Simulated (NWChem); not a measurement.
The numbers come from NWChem runs, not from measurements. System: H2BN, charge 1, spin multiplicity 2, at the geometry of a parent with another charge or spin, in a state set for the comparison that need not be this species' ground state. Its SCF solution wasn't tested for a lower state. Level: UMP2/def2-TZVP, 2 core orbitals frozen.

Input file:

```
start mol
memory heap 200 mb stack 900 mb global 1100 mb
charge 1
geometry units angstroms nocenter noautoz
  B      0.000000     0.000000    -0.701057
  N      0.000000     0.000000     0.548845
  H      0.000000     0.000000    -1.891011
  H      0.000000     0.000000     1.554379
  symmetry group C2v
end
basis spherical
  * library def2-tzvp
end
scf
  uhf
  nopen 1
  maxiter 100
  thresh 1e-7
  semidirect memsize 60000000 filesize 0
  # guess.movecs holds the orbitals of an unrestricted PBE0 run
  vectors input guess.movecs output mol.movecs
end
mp2
  freeze core 2
end
task mp2 energy
```

NWChem printed:

```
             Northwest Computational Chemistry Package (NWChem) 7.3.0
             --------------------------------------------------------

                                NWChem Input Module
                                -------------------

 Scaling coordinates for geometry "geometry" by  1.889725989
 (inverse scale =  0.529177249)

 Turning off AUTOSYM since
 SYMMETRY directive was detected!

                             Geometry "geometry" -> ""
                             -------------------------

 Output coordinates in angstroms (scale by  1.889725989 to convert to a.u.)

  No.       Tag          Charge          X              Y              Z
 ---- ---------------- ---------- -------------- -------------- --------------
    1 B                    5.0000     0.00000000     0.00000000    -0.70105700
    2 N                    7.0000     0.00000000     0.00000000     0.54884500
    3 H                    1.0000     0.00000000     0.00000000    -1.89101100
    4 H                    1.0000     0.00000000     0.00000000     1.55437900

 Effective nuclear repulsion energy (a.u.)      23.5704249663

            Nuclear Dipole moment (a.u.)
            ----------------------------
        X                 Y               Z
 ---------------- ---------------- ----------------
     0.0000000000     0.0000000000    -0.0000037795

      Symmetry information
      --------------------

 Group name             C2v
 Group number             16
 Group order               4
 No. of unique centers     4

      Symmetry unique atoms

     1    2    3    4


 Summary of "ao basis" -> "" (spherical)
 ------------------------------------------------------------------------------
       Tag                 Description            Shells   Functions and Types
 ---------------- ------------------------------  ------  ---------------------
 *                         def2-tzvp                  on all atoms

 Summary of "ao basis" -> "ao basis" (spherical)
 ------------------------------------------------------------------------------
       Tag                 Description            Shells   Functions and Types
 ---------------- ------------------------------  ------  ---------------------
 B                         def2-tzvp                11       31   5s3p2d1f
 N                         def2-tzvp                11       31   5s3p2d1f
 H                         def2-tzvp                 4        6   3s1p

                                 NWChem SCF Module
                                 -----------------

  ao basis        = "ao basis"
  functions       =    74
  atoms           =     4
  alpha electrons =     7
  beta  electrons =     6
  charge          =   1.00
  wavefunction    = UHF
  use symmetry    = T
  symmetry adapt  = T

 Summary of "ao basis" -> "ao basis" (spherical)
 ------------------------------------------------------------------------------
       Tag                 Description            Shells   Functions and Types
 ---------------- ------------------------------  ------  ---------------------
 B                         def2-tzvp                11       31   5s3p2d1f
 N                         def2-tzvp                11       31   5s3p2d1f
 H                         def2-tzvp                 4        6   3s1p

      Symmetry analysis of basis
      --------------------------

        a1         36
        a2          6
        b1         16
        b2         16

 Forming initial guess at       0.0s

   Symmetry analysis of molecular orbitals - initial alpha
   -------------------------------------------------------

  Numbering of irreducible representations:

     1 a1          2 a2          3 b1          4 b2

  Orbital symmetries:

     1 a1          2 a1          3 a1          4 a1          5 a1
     6 b2          7 b1          8 b2          9 b1         10 a1
    11 a1         12 a1         13 b2         14 b1         15 a1
    16 b2         17 a1

   Symmetry analysis of molecular orbitals - initial beta
   ------------------------------------------------------

  Numbering of irreducible representations:

     1 a1          2 a2          3 b1          4 b2

  Orbital symmetries:

     1 a1          2 a1          3 a1          4 a1          5 a1
     6 b1          7 b2          8 b1          9 b2         10 a1
    11 a1         12 a1         13 b1         14 b2         15 a1
    16 a1         17 a2

 Starting SCF solution at       0.1s

 ----------------------------------------------
         Quadratically convergent UHF

 Convergence threshold     :          1.000E-07
 Maximum no. of iterations :          100
 Integral*density screening:          1.000E-09
 ----------------------------------------------

              iter       energy          gnorm     gmax       time
             ----- ------------------- --------- --------- --------
                 1      -79.9697264780  3.70D-01  9.63D-02      0.4
                 2      -79.9779294684  1.42D-02  5.56D-03      0.5
                 3      -79.9780243927  1.57D-04  4.65D-05      0.6
                 4      -79.9780243962  1.17D-08  3.02D-09      0.7

       Final UHF  results
       ------------------

         Total SCF energy =    -79.978024396210
      One electron energy =   -149.916634866469
      Two electron energy =     46.368185503921
 Nuclear repulsion energy =     23.570424966338

                       Sz =      0.5000
                 Sz(Sz+1) =      0.7500
                      S^2 =      0.7603

        Time for solution =      0.7s

       Symmetry analysis of molecular orbitals - alpha
       -----------------------------------------------
[...]
    39      0.354666  2 N  pz                42      0.271655  2 N  pz
     3     -0.224225  1 B  s                 70      0.198302  4 H  s
    69      0.163426  4 H  s                  8     -0.150569  1 B  pz

 Vector    5  Occ=1.000000D+00  E=-8.950462D-01  Symmetry=a1
              MO Center=  5.7D-16,  5.3D-16, -1.5D+00, r^2= 8.1D-01
   Bfn.  Coefficient  Atom+Function         Bfn.  Coefficient  Atom+Function
  ----- ------------  ---------------      ----- ------------  ---------------
     8      0.281892  1 B  pz                64     -0.252917  3 H  s
    11      0.236796  1 B  pz                 3     -0.234611  1 B  s
     4     -0.182018  1 B  s                 63     -0.179014  3 H  s

 Vector    6  Occ=1.000000D+00  E=-7.728774D-01  Symmetry=b1
              MO Center= -2.3D-16, -1.3D-16,  3.0D-01, r^2= 1.0D+00
   Bfn.  Coefficient  Atom+Function         Bfn.  Coefficient  Atom+Function
  ----- ------------  ---------------      ----- ------------  ---------------
    37      0.383566  2 N  px                40      0.367203  2 N  px
     6      0.212734  1 B  px                43      0.201811  2 N  px
     9      0.151361  1 B  px

 Vector    7  Occ=0.000000D+00  E=-2.996209D-01  Symmetry=b2
              MO Center=  3.5D-16, -3.0D-14,  3.3D-03, r^2= 1.7D+00
   Bfn.  Coefficient  Atom+Function         Bfn.  Coefficient  Atom+Function
  ----- ------------  ---------------      ----- ------------  ---------------
     7      0.262340  1 B  py                44      0.258048  2 N  py
    38      0.250686  2 N  py                41      0.234314  2 N  py
    10      0.222809  1 B  py                13      0.174674  1 B  py

 Vector    8  Occ=0.000000D+00  E=-1.184524D-01  Symmetry=b1
              MO Center= -6.4D-15, -3.5D-15, -7.6D-01, r^2= 3.2D+00
   Bfn.  Coefficient  Atom+Function         Bfn.  Coefficient  Atom+Function
  ----- ------------  ---------------      ----- ------------  ---------------
    12      0.674219  1 B  px                43     -0.488047  2 N  px
     9      0.413865  1 B  px                 6      0.276915  1 B  px
    37     -0.207951  2 N  px                40     -0.173499  2 N  px

 Vector    9  Occ=0.000000D+00  E=-8.504409D-02  Symmetry=a1
              MO Center=  3.3D-15, -7.1D-16,  3.2D-01, r^2= 6.0D+00
   Bfn.  Coefficient  Atom+Function         Bfn.  Coefficient  Atom+Function
  ----- ------------  ---------------      ----- ------------  ---------------
    36      2.087726  2 N  s                  5     -1.879465  1 B  s
    71     -0.659905  4 H  s                  4     -0.569492  1 B  s
    14     -0.541303  1 B  pz                65      0.536079  3 H  s
    11     -0.422938  1 B  pz                22     -0.174069  1 B  d  0
    64      0.174292  3 H  s                 45     -0.170999  2 N  pz

 center of mass
 --------------
 x =   0.00000000 y =   0.00000000 z =  -0.02600258

 moments of inertia (a.u.)
 ------------------
          55.932898373540           0.000000000000           0.000000000000
           0.000000000000          55.932898373540           0.000000000000
           0.000000000000           0.000000000000           0.000000000000

  Mulliken analysis of the total density
  --------------------------------------

    Atom       Charge   Shell Charges
 -----------   ------   -------------------------------------------------------
    1 B    5     4.66   0.92  1.06  0.58  0.46  0.02  0.82  0.64  0.03  0.06  0.06  0.02
    2 N    7     6.98   0.82  1.16  0.56  0.74  0.09  1.47  1.61  0.50  0.00  0.01  0.00
    3 H    1     0.76   0.23  0.45  0.06  0.01
    4 H    1     0.60   0.23  0.32  0.01  0.04

  Mulliken analysis of the alpha density
  --------------------------------------

    Atom       Charge   Shell Charges
 -----------   ------   -------------------------------------------------------
    1 B    5     2.35   0.46  0.53  0.28  0.22  0.01  0.43  0.33  0.01  0.04  0.03  0.01
    2 N    7     3.99   0.41  0.58  0.29  0.40  0.05  0.93  1.02  0.31  0.00  0.01  0.00
    3 H    1     0.38   0.11  0.22  0.03  0.01
    4 H    1     0.28   0.11  0.15  0.00  0.02

   Mulliken analysis of the beta density
   -------------------------------------

    Atom       Charge   Shell Charges
 -----------   ------   -------------------------------------------------------
    1 B    5     2.31   0.46  0.53  0.29  0.23  0.01  0.40  0.31  0.02  0.03  0.02  0.01
    2 N    7     2.99   0.41  0.58  0.27  0.35  0.04  0.55  0.59  0.19  0.00  0.01  0.00
    3 H    1     0.38   0.12  0.23  0.03  0.01
    4 H    1     0.32   0.12  0.18  0.01  0.02

   Mulliken analysis of the spin density
   -------------------------------------

    Atom       Charge   Shell Charges
 -----------   ------   -------------------------------------------------------
    1 B    5     0.04  -0.00  0.00 -0.01 -0.01 -0.00  0.03  0.02 -0.00  0.01  0.01  0.00
    2 N    7     1.01   0.00 -0.00  0.02  0.05  0.01  0.38  0.43  0.11 -0.00 -0.00 -0.00
    3 H    1    -0.01  -0.00 -0.00 -0.00  0.00
    4 H    1    -0.04  -0.02 -0.03 -0.00  0.00

       Multipole analysis of the density wrt the origin
       ------------------------------------------------

     L   x y z        total         alpha         beta         nuclear
     -   - - -        -----         -----         ----         -------
     0   0 0 0      1.000000     -7.000000     -6.000000     14.000000

     1   1 0 0      0.000000      0.000000      0.000000      0.000000
     1   0 1 0     -0.000000     -0.000000      0.000000      0.000000
     1   0 0 1     -0.143791     -0.483346      0.339559     -0.000004

     2   2 0 0     -7.961651     -4.146111     -3.815540      0.000000
     2   1 1 0      0.000000      0.000000     -0.000000      0.000000
     2   1 0 1      0.000000     -0.000000      0.000000      0.000000
     2   0 2 0     -6.718748     -4.172124     -2.546624      0.000000
     2   0 1 1      0.000000      0.000000     -0.000000      0.000000
     2   0 0 2     -1.224299    -19.965592    -18.962136     37.703429

                   NWChem MP2 Semi-direct Energy/Gradient Module
                   ---------------------------------------------

  Basis functions       =     74
  Molecular orbitals    =     74
  Frozen core           =      2
  Frozen virtuals       =      0
  Active alpha occupied =      5
  Active beta occupied  =      4
  Active alpha virtual  =     67
  Active beta virtual   =     68
  Use MO symmetry       = T
  Use skeleton AO sym   = T

  AO/Fock/Back tols     =   1.0D-09  1.0D-09  1.0D-09

 GA uses MA = F    GA memory limited = T

 Available:
  local mem=  1.26D+08
 global mem=  1.44D+08
 local disk=  0.00D+00
  mp2_memr nvloc                    67
  nvloc new                    67
   1 passes of   5:        5242880                      27914                   3166750.
   1 passes of   5: M    126153023           G      144168248           F     120910143.

 Semi-direct pass number   1 of   1  for UHF alpha       at        0.8s
  vrange nnbf                  2772
  mp2_eaftype                    12  avail_ma_in_mb                  1099
 EAF : mp2_eaftype filesize          12    1583375.
  mp2_eaf for mointskh                     12
Node 0 wrote      7.4 Mb in      0.0 s     Agg I/O rate:  2477.8 Mb/s
 Done moints_semi at        1.7s
  mp2_eaftype                    12  avail_ma_in_mb                  1087
 EAF : mp2_eaftype filesize          12    1583375.
  mp2_eaf for kh                    12
 Done maket at        1.7s
 Done multipass loop at        1.7s

 GA uses MA = F    GA memory limited = T

 Available:
  local mem=  1.26D+08
 global mem=  1.44D+08
 local disk=  0.00D+00
  mp2_memr nvloc                    68
  nvloc new                    68
   1 passes of   4:        5242880                      24765                   2572987.
   1 passes of   4: M    126153023           G      144168248           F     120910143.

 Semi-direct pass number   1 of   1  for UHF beta        at        1.8s
  vrange nnbf                  2772
  mp2_eaftype                    10  avail_ma_in_mb                  1099
 EAF : mp2_eaftype filesize          10    1286494.
  mp2_eaf for mointskh                     10
Node 0 wrote      6.0 Mb in      0.0 s     Agg I/O rate:  1830.1 Mb/s
 Done moints_semi at        2.7s
  mp2_eaftype                    10  avail_ma_in_mb                  1089
 EAF : mp2_eaftype filesize          10    1286494.
  mp2_eaf for kh                    10
 Done maket at        2.8s
 Done multipass loop at        2.8s

          -------------------------------------------
          SCF energy                 -79.978024396210
          Correlation energy          -0.226577289994
          Singlet pairs                0.000000000000
          Triplet pairs                0.000000000000
          Total MP2 energy           -80.204601686204
          -------------------------------------------

          ---------------------------------------------------
                    Spin Component Scaled (SCS) MP2
          Same spin pairs                     -0.047860087542
          Same spin scaling factor             0.333333333333
          Opposite spin pairs                 -0.178717202452
          Opposite spin scaling fact.          1.200000000000
          SCS-MP2 correlation energy          -0.230414005456
          Total SCS-MP2 energy               -80.208438401666
          ---------------------------------------------------

 -----------------------
 Performance information
 -----------------------

 Timer overhead =  2.04D-07 seconds/call

               Nr. of calls         CPU time (s)                 Wall time (s)                GFlops
             ---------------    -------------------     ------------------------------   -------------------
Name         Min   Avg   Max    Min     Avg     Max     Min     Avg     Max   Mx/calls   Min     Max     Sum
mp2: moin     2     2     2    1.9     1.9     1.9      1.9     1.9     1.9    0.93      0.0     0.0     0.0
mp2: make     2     2     2   7.89E-2 7.89E-2 7.89E-2  7.89E-2 7.89E-2 7.89E-2 3.94E-2   0.0     0.0     0.0
mp2: tota     1     1     1    2.0     2.0     2.0      2.0     2.0     2.0     2.0      0.0     0.0     0.0

 The average no. of pstat calls per process was 5.00D+00
 with a timing overhead of 1.02D-06s

 Task  times  cpu:        2.8s     wall:        2.8s

 Total times  cpu:        2.8s     wall:        2.8s
```
